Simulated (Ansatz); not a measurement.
Geometry optimisation of SnH₄.

```yaml
crystal:
  periodic: [false, false, false]
  atoms:
    - {symbol: Sn, position_ang: [-0.000990, -0.000230, -0.000480]}
    - {symbol: H, position_ang: [0.011990, -0.018470, 1.638220]}
    - {symbol: H, position_ang: [1.540690, 0.010760, -0.554870]}
    - {symbol: H, position_ang: [-0.779740, 1.342080, -0.527140]}
    - {symbol: H, position_ang: [-0.771950, -1.334140, -0.555740]}
basis:
  gaussian: {orbitals: def2-TZVP}
hamiltonian: {xc: pbe, dispersion: d4}
scf: {omitted_lower_state_checks: [starts]}
output: {orbitals: {seedname: orbitals}}
relax: {f_tol: 0.02, max_steps: 100}
```

```sh
$ ansatz run in.yaml --threads 4 --pin off --events-out ev --progress --plain --max-ram 3916MiB
```

Output, abridged:

```
Functional definition: PBE
mean field -5895.11337364 eV, -216.6414206297 hartree, gradient 3.3e-5 eV, S^2 0.000000; 0 other end points of the search recorded, 0 dependent functions left out
relax step   1: F+E_penalty+E_count = -5895.16525103 eV  Δ(F+E_penalty+E_count) = +0.000e0 eV  max|allowed force component| = 1.199e0 eV/Å  Δτ_max = 0.0000 Å  (19 SCF iters, accepted)
mean field -5895.28257807 eV, -216.6476387780 hartree, gradient 4.1e-6 eV, S^2 0.000000; 0 other end points of the search recorded, 0 dependent functions left out
relax step   2: F+E_penalty+E_count = -5895.33371955 eV  Δ(F+E_penalty+E_count) = -1.685e-1 eV  max|allowed force component| = 2.352e-1 eV/Å  Δτ_max = 0.0976 Å  (23 SCF iters, accepted)
mean field -5895.29120437 eV, -216.6479557888 hartree, gradient 1.5e-5 eV, S^2 0.000000; 0 other end points of the search recorded, 0 dependent functions left out
relax step   3: F+E_penalty+E_count = -5895.34248893 eV  Δ(F+E_penalty+E_count) = -8.769e-3 eV  max|allowed force component| = 2.021e-2 eV/Å  Δτ_max = 0.0208 Å  (23 SCF iters, accepted)
mean field -5895.29127787 eV, -216.6479584899 hartree, gradient 7.3e-5 eV, S^2 0.000000; 0 other end points of the search recorded, 0 dependent functions left out
relax step   4: F+E_penalty+E_count = -5895.34255128 eV  Δ(F+E_penalty+E_count) = -6.235e-5 eV  max|allowed force component| = 8.315e-4 eV/Å  Δτ_max = 0.0020 Å  (16 SCF iters, accepted)
mean field -5895.29127787 eV, -216.6479584899 hartree, gradient 7.3e-5 eV, S^2 0.000000; 0 other end points of the search recorded, 0 dependent functions left out
Total energy: -5895.34260026 eV, -216.6498445527 hartree
Atom 0 at     0.000158    -0.000047     0.000024 Å, force    -0.000631     0.000192    -0.000097 eV/Å
Atom 1 at     0.010831    -0.018707     1.716007 Å, force     0.000832    -0.000358     0.000063 eV/Å
Atom 2 at     1.614274     0.011012    -0.582740 Å, force    -0.000071     0.000061     0.000645 eV/Å
Atom 3 at    -0.816703     1.404937    -0.551110 Å, force    -0.000057     0.000436    -0.000557 eV/Å
Atom 4 at    -0.808560    -1.397196    -0.582190 Å, force    -0.000072    -0.000330    -0.000056 eV/Å
Dipole moment:     0.000162    -0.000048     0.000026 e Å
Checks for a lower state left out: starts
```

Run time 1.4 s (4 threads of Arm Neoverse V2 on a shared host).

In the def2 sets Sn takes a core potential; there is no spin–orbit coupling.
